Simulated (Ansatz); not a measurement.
F$_{6}$Mo, charge -1, doublet, at a GFN2-xTB geometry (such geometries of metal compounds can be far from the true shape) (the multiplicity is a formal guess) (core potentials on Mo) (a gas-phase anion, which may not be bound at this level); PBE0/def2-SVP in Ansatz (a first-principles code).

Input for Ansatz:
Ansatz 0.2 input:
```yaml
crystal:
  periodic: [false, false, false]
  atoms:
    - {symbol: Mo, position_ang: [-0.00000000, -0.00000000, -0.00000000]}
    - {symbol: F, position_ang: [1.14023768, -0.48120813, -1.45171224]}
    - {symbol: F, position_ang: [-1.14023768, 0.48120813, 1.45171224]}
    - {symbol: F, position_ang: [-1.11259570, 0.74936569, -1.12227778]}
    - {symbol: F, position_ang: [-0.93077908, -1.65515604, -0.18242930]}
    - {symbol: F, position_ang: [0.93077908, 1.65515604, 0.18242930]}
    - {symbol: F, position_ang: [1.11259570, -0.74936569, 1.12227778]}
basis:
  gaussian:
    orbitals: def2-SVP
hamiltonian:
  xc: pbe0
total_charge: -1
magnetization: {spin_polarized: true, initial_magnetization: 1}
```

Output, abridged:

```
Functional definition: PBE0
1083 factors; integrals over basis functions are off by at most 1.1e-3 eV
mean field evaluation 1: about -18131.2951 eV, gradient 3.9e1 eV
mean field evaluation 2: about -18086.4889 eV, gradient 1.2e2 eV
mean field evaluation 4: about -18136.9592 eV, gradient 6.0e0 eV
mean field evaluation 8: about -18137.2871 eV, gradient 1.5e-1 eV
mean field evaluation 16: about -18137.2872 eV, gradient 1.8e-5 eV
mean field -18137.28724379 eV, -666.5330123144 hartree, gradient 1.7e-5 eV, S^2 0.752575; 1 other end points of the search recorded, 0 dependent functions left out
reference -18137.28729685 eV, -666.5330142642 hartree; 35, 34 occupied and 80, 81 virtual orbitals, 1083 factors
Total energy: -18137.28729685 eV, -666.5330142642 hartree
```
